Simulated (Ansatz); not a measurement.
`C[BH][GeH3]` + HI → `CBI` + GeH₄ at 400 K and 1 bar (cleavage of the B–Ge bond).

Gas-phase electronic energies from Ansatz, PBE0-D4/def2-TZVP geometries. CBS: MP2 limit from def2 TZ/QZ plus the TZ coupled-cluster correction, frozen cores. def2 core potentials past Kr. For Ge, I outer-core shells are correlated without core-valence functions, which leaves a few kJ/mol of doubt a bond. Scalar relativity is left out up to krypton.

| species | CCSD(T)/CBS energy (Eh) | H − E (kJ/mol) | S (J/(mol·K)) |
| --- | --- | --- | --- |
| `C[BH][GeH3]` | -2143.14307 | 215.7 | 357.8 |
| HI | -298.03592 | 25.7 | 215.0 |
| `CBI` | -362.71826 | 150.4 | 329.0 |
| GeH₄ | -2078.49493 | 93.6 | 231.8 |

H − E and S are ideal-gas, rigid-rotor, harmonic terms from PBE0-D4/def2-TZVP, for one conformer and one mirror image of each species. 1 Eh = 2625.50 kJ/mol, R = 8.31446 J/(mol·K).

Task: By hand: ΔE, ΔH, ΔS and ΔG.

Result: ΔE = (-362.71826) + (-2078.49493) − (-2143.14307) − (-298.03592) = -0.03420 Eh = -89.8 kJ/mol. Δ(H − E) = 150.4 + 93.6 − 215.7 − 25.7 = 2.6, so ΔH = -87.2 kJ/mol. ΔS = 329.0 + 231.8 − 357.8 − 215.0 = -12.0 J/(mol·K). ΔG = -87.2 − 400 × (-12.0)/1000 = -82.4 kJ/mol.

Task: By hand: the equilibrium constant, and the temperature at which ΔG would vanish if ΔH and ΔS stayed fixed.

Result: log₁₀ K = −ΔG/(RT ln 10) = 10.8. ΔG = 0 at ΔH/ΔS = 7267 K, far beyond where these terms or the molecules hold.

The number of gas molecules stays the same, so ΔS is small and ΔH decides. A doubt of 5 kJ/mol in ΔE shifts log₁₀ K by 0.7 here. Other conformers and mirror images would add mixing entropy, several J/(mol·K) or more a flexible species. Modes under 60 cm⁻¹, often nearly free rotors, make the harmonic entropy too high. These are equilibria of isolated gas molecules and say nothing of rates. Largest T1 diagnostic: 0.012 (customary marks: 0.02 for closed shells, 0.045 for open ones).
